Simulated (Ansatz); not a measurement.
Consider the redistribution: `COBCN` + `[F][Al]1[CH2][O]1` → `NCBF` + `C[O][Al]1[CH2][O]1`.

Isolated molecules relaxed with PBE0-D4/def2-TZVP in Ansatz; ΔE leaves out vibrations. CCSD(T)/CBS is the MP2 limit (def2-TZVPP, def2-QZVPP) plus CCSD(T) − MP2 in def2-TZVPP, frozen cores. DFT in def2-TZVPP. Each species was taken in one conformer, which may not be the lowest.

```tsv
level	ΔE (kcal/mol)
B2PLYP	10.2
r2SCAN	9.7
MP2/def2-TZVPP	11.1
SCS-MP2/def2-QZVPP	10.9
```

Task: What does CCSD(T)/CBS give? (Estimate.)

Result: Ansatz gave: +11.2 kcal/mol. The listed levels differ from it by -1.0, -1.5, -0.1, -0.3 kcal/mol.

Largest T1 diagnostic among the species: 0.015.

In def2-TZVPP, CCSD(T) changes the Hartree–Fock value by +3.3 kcal/mol (the triples alone add +0.5 kcal/mol) and MP2 by +3.4 kcal/mol.
